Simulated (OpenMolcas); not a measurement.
# Cu5+: the spin-orbit constant, Racah parameters, worked from levels

| Quantity | Value |
| --- | --- |
| Program | OpenMolcas |
| Basis | ANO-RCC-VTZP [6s5p3d2f1g] |
| Scalar Hamiltonian | DKH2, point nucleus |
| Active space | 6 electrons in 5 orbitals (3d) |
| State averaging | 2S+1 = 5 even, 5 roots; 2S+1 = 3 even, 45 roots; 2S+1 = 1 even, 50 roots |
| Spin-orbit coupling | RASSI with atomic mean-field integrals over the reference wave functions, term energies averaged over their components |

Methods: CASSCF; MS-CASPT2, IPEA 0.25 Eh, imaginary shift 0.1 Eh (closed shells correlated: 3s 3p). Measured levels: Sugar and Musgrove, J. Phys. Chem. Ref. Data 19, 527 (1990).

**The spin-orbit constant.** For the Hund term ⁵D of d6, E(J) = (A/2) J(J+1) + constant and ζ = -2S·A = -4A. From J = 0 to J = 4 the energy changes by 10 A.

```tsv
Source	E(4) - E(0)	A	ζ
CASSCF	-2657.6	-265.8	1063
MS-CASPT2	-2641.2	-264.1	1056
measured	-2733.4	-273.3	1093
```

All in cm-1. MS-CASPT2 is off by -3.4 % and CASSCF by -2.8 %. Both methods take the spin-orbit matrix elements from the reference wave functions, so the second can move ζ only through the term energies and any multistate remixing. Second-order mixing with other terms is absorbed into this ζ.

**Racah parameters.** Above ⁵D, d6 has ³G at 9B + 4C, ³H at 4B + 4C and ³D at 16B + 4C. The first two fix B and C, and the third tests them; where it misses by thousands of cm-1, two parameters do not describe the configuration (Trees and configuration-interaction terms are left out) and B and C hang on the terms chosen. Term energies are centres of gravity, weighted by 2J + 1.

| Source | ³G | ³H | B | C | C/B | ³D from B, C | ³D found |
| --- | --- | --- | --- | --- | --- | --- | --- |
| CASSCF | 40935 | 31991 | 1789 | 6209 | 3.47 | 53460 | 52274 |
| MS-CASPT2 | 37629 | 30335 | 1459 | 6125 | 4.20 | 47844 | 46431 |
| measured | 36998 | 29712 | 1457 | 5971 | 4.10 | 47196 | 45790 |

Energies in cm-1. From CASSCF to MS-CASPT2, B changes by -18.4 % and C by -1.4 %. Against the measured terms, MS-CASPT2 has B off by +0.1 % and C by +2.6 %.

CASPT2 does not keep the components of a term degenerate, so their means are used; among the terms shown or strongly mixed into the levels shown the widest spread is 200 cm-1 (3d⁶ ³H, MS-CASPT2). Without dynamic correlation excited terms often stand tens of per cent too high (terms of higher spin than the ground term too low), and those without a measured partner can miss by more than the paired ones (holds for CASSCF). Computed and measured levels are paired by configuration, term and J; levels that our copy of the source lacks, or whose pairing is in doubt (as where it misses far off the trend of its configuration), stay unpaired and out of the deviations. Only configurations of the active space appear.
